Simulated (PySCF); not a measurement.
Al(H)(OEt)(NH2) (C₂H₈AlNO), SMILES CC[O][AlH][NH2].

Geometry: PBE0-D3(BJ)/def2-SVP. The structure was generated by enumeration; whether it is a known compound was not checked. Other conformers were not sampled.

Calculation: PySCF 2.14.0 with TDDFT-LC-ωPBE/def2-SVPD.

Vertical excitations. Isolated molecule, no solvent.

**Question.** Give excitation energies, oscillator strengths and character. (The exact figures need the calculation; the answer reports its results.)

**Answer.** 
```csv
state,energy (eV),λ (nm),f,main pairs
S1,6.79,182,0.058,"HOMO→LUMO 68 %, HOMO→LUMO+4 17 %"
S2,7.44,167,0.066,HOMO→LUMO+1 89 %
S3,7.64,162,0.013,"HOMO−1→LUMO+1 50 %, HOMO−1→LUMO 22 %"
S4,7.71,161,0.004,"HOMO−2→LUMO 21 %, HOMO−1→LUMO+1 16 %, HOMO→LUMO+2 13 %, HOMO−1→LUMO 9 %"
S5,7.90,157,0.042,"HOMO−1→LUMO 24 %, HOMO−2→LUMO 14 %, HOMO−1→LUMO+1 13 %, HOMO−1→LUMO+2 13 %"
S6,8.13,152,0.052,"HOMO−3→LUMO+1 25 %, HOMO−2→LUMO+1 24 %, HOMO→LUMO+3 15 %, HOMO→LUMO+2 10 %"
S7,8.17,152,0.072,"HOMO−2→LUMO+1 52 %, HOMO−3→LUMO+1 33 %"
S8,8.36,148,0.108,"HOMO−3→LUMO+1 22 %, HOMO−2→LUMO 18 %, HOMO→LUMO+3 15 %, HOMO−2→LUMO+2 11 %"
S9,8.65,143,0.001,"HOMO→LUMO+6 26 %, HOMO→LUMO+2 19 %, HOMO→LUMO+3 12 %, HOMO→LUMO+7 10 %"
S10,8.87,140,0.028,HOMO−1→LUMO+3 52 %
T1,6.30,197,0,"HOMO→LUMO 56 %, HOMO→LUMO+4 20 %"
T2,6.41,194,0,HOMO→LUMO+1 78 %
T3,6.97,178,0,"HOMO−3→LUMO+1 73 %, HOMO−1→LUMO+1 14 %"
T4,7.26,171,0,"HOMO−2→LUMO+1 34 %, HOMO−1→LUMO 13 %, HOMO−1→LUMO+1 9 %, HOMO−3→LUMO+1 5 %"
```
Triplets are in the Tamm–Dancoff approximation, which puts them higher than full response would, so one can lie above its singlet here.
